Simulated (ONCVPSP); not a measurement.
## Mn (Z = 25), ONCV: configuration errors across variants

ONCVPSP 4.0.1 input, shortened (lines: element, Z, core and valence counts, functional; n l f; lmax; l rc ep ncon nbas qcut; lloc lpopt rc5 dvloc0; l nproj debl; icmod fcfact rcfact), PBE, fully relativistic:

```
  Mn 25.00    3    5        4      upf
    1    0    2.00
    2    0    2.00
    2    1    6.00
    3    0    2.00
    3    1    6.00
    3    2    5.00
    4    0    1.00
    4    1    1.00
    2
    0    1.40    0.00    4    9    8.00
    1    1.80    0.00    5    9    6.20
    2    1.60    0.00    4    8    8.00
    4    5    0.95    0.00
    0    3    3.00
    1    2    2.20
    2    3    2.90
    3    6.00    1.10
```

Open shells are filled in proportion to 2j + 1.

All-electron excitation energies from the reference (eV): (1) 3s2 3p6 3d5 4s2 4p0 -3.857; (2) 3s2 3p6 3d5 4s1 4p0 4.559; (3) 3s2 3p6 3d5 4s0 4p0 20.158.

A true bound ghost makes a file unfit for plane-wave use even where its test errors are small: the radial tests pick states by their node count and pass the ghost by.

Errors AE − PS in meV (a dash: test not solved or not reliable):

```csv
change,(1),(2),(3),bound ghosts,GHOST(+) flags above zero
base,0.0,+0.3,+2.7,none,s
"all radii but the core radius scaled by about 0.89 (s 1.24, p 1.60, d 1.42 bohr); local potential polynomial inside 0.84 bohr (lpopt 5, dvloc0 0 Ha)",+0.1,+0.3,+2.6,"d5/2, d3/2","d5/2, d3/2"
"all radii but the core radius scaled by about 0.95 (s 1.32, p 1.70, d 1.52 bohr); local potential polynomial inside 0.90 bohr (lpopt 5, dvloc0 0 Ha)",+0.1,+0.3,+2.8,none,"s, d5/2, d3/2"
"all radii but the core radius scaled by about 1.05 (s 1.48, p 1.90, d 1.68 bohr); local potential polynomial inside 1.00 bohr (lpopt 5, dvloc0 0 Ha)",-0.1,+0.4,+2.3,none,p1/2
"all radii but the core radius scaled by about 1.15 (s 1.60, p 2.06, d 1.84 bohr); local potential polynomial inside 1.10 bohr (lpopt 5, dvloc0 0 Ha)",-0.5,+0.4,+0.1,"p3/2, p1/2",none
"all radii but the core radius scaled by about 1.25 (s 1.74, p 2.24, d 2.00 bohr); local potential polynomial inside 1.18 bohr (lpopt 5, dvloc0 0 Ha)",-1.2,+0.4,-5.3,none,none
"all radii but the core radius scaled by about 1.33 (s 1.86, p 2.40, d 2.12 bohr); local potential polynomial inside 1.26 bohr (lpopt 5, dvloc0 0 Ha)",-1.9,+0.4,-13,none,none
```

(1) Give the same row for: all radii but the core radius scaled by about 0.80 (s 1.12, p 1.44, d 1.28 bohr); local potential polynomial inside 0.76 bohr (lpopt 5, dvloc0 0 Ha).

Answers

(1) +0.1, 0.0, +1.9; bound ghosts: d5/2, d3/2; GHOST(+) flags above zero: s.
